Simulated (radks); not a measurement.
Values are calculated unless marked as measured or tabulated.
Radial electron density D(r) = 4 pi r^2 rho(r) of an atom or ion with 50 electrons. Level of theory: Dirac Kohn-Sham, LDA (Slater exchange, Perdew-Wang correlation), spin-unpolarised, spherical densities, point nucleus (a radial shooting solver on a logarithmic mesh with Libxc functionals).

```
   r/bohr * D(r) (the largest magnitude, 117, reaches the edge; | marks zero)
0.0008699 | *
 0.001133 |  *
 0.001475 |   *
 0.001921 |     *
 0.002521 |        *
 0.003283 |            *
 0.004274 |                  *
  0.00561 |                        *
 0.007306 |                               *
 0.009513 |                                     *
  0.01239 |                                         *
  0.01626 |                                          *
  0.02117 |                                       *
  0.02757 |                                     *
   0.0359 |                                       *
  0.04712 |                                               *
  0.06135 |                                                      *
  0.07989 |                                                   *
    0.104 |                                           *
   0.1365 |                                           *
   0.1778 |                                                *
   0.2315 |                                        *
   0.3039 |                       *
   0.3957 |                    *
   0.5152 |                       *
   0.6709 |               *
   0.8806 |    *
    1.147 |*
    1.493 *
    1.944 *
```

What is the nuclear charge?

Answer. Z = 66. The innermost maximum, from 1s, lies near gamma/Z bohr with gamma = sqrt(1 - (Z/c)^2) = 0.876, here 0.0133 bohr (found: 0.0147), and its height grows with Z. The density is that of the dysprosium ion Dy16+ in [Kr] 4d10 4f4; the configuration itself is not fixed sharply by these data, and Z only to a few units. D(r) has 4 maxima, at r = 0.0147, 0.0654, 0.181, 0.491 bohr, and minima at 0.0282, 0.119, 0.357 bohr, inside which lie 2.01, 11.22, 29.41 electrons.
